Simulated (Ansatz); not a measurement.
CH2O2, SMILES `O[C]O` (lower singlet; H–O–C–O torsion 0°, O–C–O–H torsion -180°) (charge 0, multiplicity 1). This singlet lies 2.57 eV below the relaxed triplet at the level frozen-core CCSD(T)/cc-pVTZ // PBE0-D3(BJ)/def2-TZVP (Ansatz, a program for electronic structure).

The numbers are results of Ansatz with BLYP/cc-pVTZ // PBE0-D3(BJ)/def2-TZVP, not measurements.

Ansatz 0.2 input:
```yaml
crystal:
  periodic: [false, false, false]
  atoms:
    - { symbol: O, position_ang: [-1.202785, -0.357495, 0.173692] }
    - { symbol: C, position_ang: [0.0573, -0.64629, 0.331888] }
    - { symbol: O, position_ang: [0.766846, 0.356432, -0.176622] }
    - { symbol: H, position_ang: [-1.318591, 0.508002, -0.271043] }
    - { symbol: H, position_ang: [1.69723, 0.13935, -0.057913] }
basis:
  gaussian: { orbitals: cc-pVTZ }
hamiltonian:
  xc: blyp
```

Output:

```
Functional definition: BLYP
618 factors; their error is unknown
mean field evaluation 1: about -5156.7352 eV, gradient 6.4e1 eV
mean field evaluation 2: about -5142.2018 eV, gradient 1.1e2 eV
mean field evaluation 4: about -5162.9746 eV, gradient 6.2e0 eV
mean field evaluation 8: about -5163.0601 eV, gradient 1.2e-1 eV
mean field evaluation 16: about -5163.0401 eV, gradient 4.6e-5 eV
mean field -5163.04011203 eV, -189.7382244828 hartree, gradient 4.6e-5 eV, S^2 0.000000; 0 other end points of the search recorded, 0 dependent functions left out
reference -5163.04035804 eV, -189.7382335234 hartree; 12, 12 occupied and 106, 106 virtual orbitals, 618 factors
Total energy: -5163.04035804 eV, -189.7382335234 hartree
```
